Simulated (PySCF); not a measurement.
Assignment exercise: C₈H₁₀O

Bonds (- single, = double, # triple, : aromatic): C1-C2, C2-C3, C3:C4, C4:C5, C5:C6, C6:C7, C7:C8, C8-O9, C8:C3. C1 carries H10, H11, H12; C2 carries H13, H14; C4 carries H15; C5 carries H16; C6 carries H17; C7 carries H18; O9 carries H19.

PySCF 2.14 calculation with shieldings: GIAO PBE0/pcSseg-1 and coordinates at the PBE0-D3(BJ)/def2-SVP level; non-relativistic, in vacuum, fast rotation and ring inversion assumed for equivalent nuclei, one computed conformer.

δ = σ(ref) − σ, references computed at the same level: TMS for $^{13}$C (184.41 ppm), $^{1}$H (31.27 ppm).

Question: Assign these signals to the numbered atoms. $^{13}$C{$^{1}$H} NMR (computed): δ 159.6 (C), 136.5 (CH), 135.2 (C), 132.6 (CH), 125.1 (CH), 116.4 (CH), 28.3 (CH2), 16.8 (CH3).

Answer: 
159.6 → C8, aromatic carbon bearing oxygen: the electronegative substituent deshields the carbon that carries it
136.5 → C4, aromatic CH: the aromatic region
135.2 → C3, substituted aromatic carbon
132.6 → C6, aromatic CH: the aromatic region
125.1 → C5, aromatic CH
116.4 → C7, aromatic CH: it is ortho or para to a lone-pair donor and shielded by resonance
28.3 → C2, sp3 CH2 on an aromatic ring: aliphatic region, no heteroatom directly attached
16.8 → C1, methyl carbon: saturated and bonded to C and H only

C4 and C3 lie closer than the usual error of such a calculation, so a measured spectrum could show them in the other order.

Question: Assign these signals to the numbered atoms. $^{1}$H NMR (500 MHz, computed): δ 7.24 (d, 1H), 7.16 (m, 1H), 6.94 (m, 1H), 6.47 (d, 1H), 3.81 (br s, 1H), 2.57 (q, 2H), 1.16 (t, 3H).

Answer: 
```tsv
δ (ppm)	atoms	environment	reason
7.24	H15	hydrogen on an aromatic CH	ring-current deshielding
7.16	H17	hydrogen on an aromatic CH	–
6.94	H16	hydrogen on an aromatic CH	–
6.47	H18	hydrogen on an aromatic CH	–
3.81	H19	hydrogen on a phenol-type oxygen	exchangeable, gas-phase position
2.57	H13/H14	hydrogen on an sp3 CH2 on an aromatic ring	benzylic-type position, deshielded by the ring
1.16	H10/H11/H12	hydrogen on a methyl carbon	–
```

H15 and H17 lie closer than the usual error of such a calculation, so a measured spectrum could show them in the other order.

Exchangeable OH/NH protons stand at their gas-phase positions; hydrogen bonding in a real sample shifts them, mostly to higher δ. Shifts are as computed. Against solution values, carbons near 30 ppm lie about +2 ppm off and those near 130 ppm about +5 ppm. Of 1211 compounds with measured shifts, 218 miss one by over three times the rms of a fit or turn the order of signals round; such compounds aren't used in these exercises. No couplings were computed; multiplicities are counted from neighbouring protons, with m where these are inequivalent, close in shift, in a saturated or five-membered ring or joined by F or P, and br s for small geminal =CH2 splittings.
